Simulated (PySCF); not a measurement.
Cl₄SW, charge -1, doublet (typed; the unrestricted solution is spin-contaminated), at a GFN2-xTB geometry (such geometries of metal compounds can be far from the true shape) (the multiplicity is a formal guess) (core potentials on W); PySCF with HF/def2-SVP.

PySCF was given this input:
```python
from pyscf import gto, scf

mol = gto.M(
    atom='''
W     0.002863   -0.077597    0.046711
S     0.071896   -1.948549    1.172959
Cl   -1.590222   -0.310375   -1.648105
Cl    1.550157    1.396227    0.994460
Cl    1.551266   -0.224722   -1.698370
Cl   -1.591331    1.310574    1.044725
''',
    basis='def2-svp',
    ecp={'W': 'def2-svp'},
    charge=-1,
    spin=1,
    verbose=4,
)

mf = scf.UHF(mol)
mf.kernel()
```

Q: Predict the main parts of the log of this PySCF run.

A: 
```
PySCF version 2.14.0

[INPUT] verbose = 4
[INPUT] num. atoms = 6
[INPUT] num. electrons = 99
[INPUT] charge = -1
[INPUT] spin (= nelec alpha-beta = 2S) = 1
[INPUT] symmetry False subgroup None
[INPUT] Mole.unit = angstrom
[INPUT] Symbol           X                Y                Z      unit          X                Y                Z       unit  Magmom
[INPUT]  1 W      0.002863000000  -0.077597000000   0.046711000000 AA    0.005410285895  -0.146637078088   0.088270997005 Bohr   0.0
[INPUT]  2 S      0.071896000000  -1.948549000000   1.172959000000 AA    0.135863749452  -3.682223950295   2.216571265344 Bohr   0.0
[INPUT]  3 Cl    -1.590222000000  -0.310375000000  -1.648105000000 AA   -3.005084057258  -0.586523745912  -3.114467074526 Bohr   0.0
[INPUT]  4 Cl     1.550157000000   1.396227000000   0.994460000000 AA    2.929372180077   2.638486637723   1.879257041835 Bohr   0.0
[INPUT]  5 Cl     1.551266000000  -0.224722000000  -1.698370000000 AA    2.931467886350  -0.424663034165  -3.209454158178 Bohr   0.0
[INPUT]  6 Cl    -1.591331000000   1.310574000000   1.044725000000 AA   -3.007179763530   2.476625925976   1.974244125486 Bohr   0.0

nuclear repulsion = 690.454999417612
number of shells = 52
number of NR pGTOs = 237
number of NR cGTOs = 122
basis = def2-svp
ecp = {'W': 'def2-svp'}

******** <class 'pyscf.scf.uhf.UHF'> ********
method = UHF
initial guess = minao
damping factor = 0
level_shift factor = 0
DIIS = <class 'pyscf.scf.diis.CDIIS'>
diis_start_cycle = 1
diis_space = 8
diis_damp = 0
SCF conv_tol = 1e-09
SCF conv_tol_grad = None
SCF max_cycles = 50
direct_scf = True
direct_scf_tol = 1e-13
number electrons alpha = 50  beta = 49
Set gradient conv threshold to 3.16228e-05
init E= -2288.22036710838

cycle= 1 E= -2301.40692617025  delta_E= -13.2  |g|= 0.554  |ddm|= 5.42
cycle= 2 E= -2301.42442630096  delta_E= -0.0175  |g|= 0.416  |ddm|= 0.964
cycle= 3 E= -2301.49840726741  delta_E= -0.074  |g|= 0.191  |ddm|= 0.532
cycle= 4 E= -2301.51740219165  delta_E= -0.019  |g|= 0.0243  |ddm|= 0.224
cycle= 5 E= -2301.51821801718  delta_E= -0.000816  |g|= 0.0121  |ddm|= 0.0601
cycle= 6 E= -2301.51854226144  delta_E= -0.000324  |g|= 0.00765  |ddm|= 0.031
cycle= 7 E= -2301.51875428853  delta_E= -0.000212  |g|= 0.00628  |ddm|= 0.0229
cycle= 8 E= -2301.51911946724  delta_E= -0.000365  |g|= 0.00455  |ddm|= 0.0503
cycle= 9 E= -2301.5193613096  delta_E= -0.000242  |g|= 0.0033  |ddm|= 0.048
cycle= 10 E= -2301.51949382902  delta_E= -0.000133  |g|= 0.00219  |ddm|= 0.0397
cycle= 11 E= -2301.51955680978  delta_E= -6.3e-05  |g|= 0.00144  |ddm|= 0.0316
cycle= 12 E= -2301.51957960685  delta_E= -2.28e-05  |g|= 0.000573  |ddm|= 0.0243
cycle= 13 E= -2301.51958112967  delta_E= -1.52e-06  |g|= 0.000432  |ddm|= 0.00384
cycle= 14 E= -2301.51958203303  delta_E= -9.03e-07  |g|= 0.000205  |ddm|= 0.0044
cycle= 15 E= -2301.51958215424  delta_E= -1.21e-07  |g|= 5.47e-05  |ddm|= 0.00113
cycle= 16 E= -2301.51958216389  delta_E= -9.65e-09  |g|= 1.82e-05  |ddm|= 0.000323
cycle= 17 E= -2301.51958216448  delta_E= -5.89e-10  |g|= 8.18e-06  |ddm|= 6.8e-05
Extra cycle  E= -2301.51958216461  delta_E= -1.3e-10  |g|= 5.13e-06  |ddm|= 1.85e-05
converged SCF energy = -2301.51958216461  <S^2> = 0.86434709  2S+1 = 2.1112528
```
